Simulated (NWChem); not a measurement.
A series in which one site is exchanged, each optimised at PBE0/def2-SVP with NWChem, gas phase unless a solvent is named. This build's default masses of Se (78.918 u) and Br (79.917 u) are each other's, which moves their modes by up to 0.6 %.

A: [MgH][SiH3] (MgSiH$_{4}$; site = Mg)
B: O[SiH3] (SiH4O; site = O)
C: [SiH3]S (SiH$_{4}$S; site = S)
D: [SiH3][SeH] (SiH₄Se; site = Se)

Q: Rank them by orbital gap (eV), PBE0/def2-SVP, lowest first.

A: A (5.84), D (7.19), C (7.86), B (9.18)
